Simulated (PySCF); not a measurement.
**Mayer bond orders and bond lengths**

Compound: C6H4OS.
Atom-mapped SMILES: `[cH:1]1[cH:2][c:3]2[s:4][cH:5][cH:6][c:7]2[o:8]1` (hydrogens: H9 on C1; H10 on C2; H11 on C5; H12 on C6)

Bond orders from the PBE0/pcSseg-1 density (PySCF). Geometry: GFN2-xTB; no solvent, vibrations or thermal averaging.

Question: How far do the computed orders between heavy atoms stray from the drawn ones?

Answer: The largest departure is 0.476, at C7–O8 (drawn aromatic, 1.024), counting aromatic bonds as 1.5. The bonds drawn aromatic range from 1.02 to 1.63.

Question: Set the Mayer orders of the bonds beside their lengths.

Answer: 
| bond | drawn as | length (Å) | Mayer order |
| --- | --- | --- | --- |
| C1–C2 | aromatic | 1.363 | 1.627 |
| C2–C3 | aromatic | 1.414 | 1.223 |
| C3–S4 | aromatic | 1.722 | 1.075 |
| S4–C5 | aromatic | 1.737 | 1.138 |
| C5–C6 | aromatic | 1.358 | 1.585 |
| C6–C7 | aromatic | 1.411 | 1.252 |
| C7–O8 | aromatic | 1.345 | 1.024 |
| O8–C1 | aromatic | 1.354 | 1.079 |
| C7–C3 | aromatic | 1.392 | 1.383 |
| C1–H9 | single | 1.072 | 0.991 |
| C2–H10 | single | 1.070 | 1.002 |
| C5–H11 | single | 1.072 | 0.952 |
| C6–H12 | single | 1.073 | 0.956 |

By pair of heavy elements: C–C: lowest C2–C3 (1.223, 1.414 Å), highest C1–C2 (1.627, 1.363 Å); in 1 of the 10 pairs the longer bond (by over 0.003 Å) has the higher order (by 0.02 or more). C–S: lowest C3–S4 (1.075, 1.722 Å), highest S4–C5 (1.138, 1.737 Å); in 1 of the 1 pairs the longer bond (by over 0.003 Å) has the higher order (by 0.02 or more). C–O: lowest C7–O8 (1.024, 1.345 Å), highest O8–C1 (1.079, 1.354 Å); in 1 of the 1 pairs the longer bond (by over 0.003 Å) has the higher order (by 0.02 or more).

Question: Sum the orders of all bonds at each heavy atom with more than one neighbour and set the sums beside the valence in the SMILES.

Answer: C1 3.697 (drawn 4), C2 3.852 (drawn 4), C3 3.681 (drawn 4), S4 2.213 (drawn 2), C5 3.675 (drawn 4), C6 3.793 (drawn 4), C7 3.659 (drawn 4), O8 2.103 (drawn 2). Orders between atoms that aren't bonded are not in these sums.

For a closed shell the Mayer order of atoms A and B is Σ (PS)μν (PS)νμ over the basis functions μ on A and ν on B, with P the density and S the overlap matrix.
